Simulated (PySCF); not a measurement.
Species: C₆H₁₃BO₂.
InChI=1S/C6H13BO2/c1-5(2)6(3,4)9-7-8-5/h7H,1-4H3

The closed-shell ground state was solved at several levels (PySCF, density fitting, gas phase, non-relativistic). One conformer (not necessarily the lowest) at the PBE0-D3(BJ)/def2-SVP geometry, without solvent, vibrations or thermal averaging.

| level | basis functions | total energy (Eh) | HOMO (eV) | LUMO (eV) | gap (eV) | dipole (D) |
| --- | --- | --- | --- | --- | --- | --- |
| B3LYP/def2-SVPD | 290 | -411.5975 | -7.78 | 0.19 | 7.97 | 2.58 |
| PBE0/pcSseg-1 | 218 | -411.3380 | -7.95 | 0.98 | 8.93 | 2.62 |

Problem. What might KT3/pcSseg-1 (218 basis functions) give for the same quantities?

Solution. Total energy -418.1049 Eh, HOMO -6.58 eV, LUMO 0.02 eV, gap 6.60 eV, dipole 2.50 D.

Problem. Over all these levels, which gives the widest orbital gap and which the narrowest?

Solution. PBE0/pcSseg-1 (global hybrid, 25 % exact exchange) has the widest, 8.93 eV, and KT3/pcSseg-1 (GGA) the narrowest, 6.60 eV. The two share the basis. From the narrowest to the widest the HOMO moves by -1.37 eV and the LUMO by +0.96 eV.

Problem. How far do the dipole and the HOMO energy spread over the levels?

Solution. The dipole runs from 2.50 to 2.62 D (mean 2.57 D) and the HOMO from -7.95 to -6.58 eV.
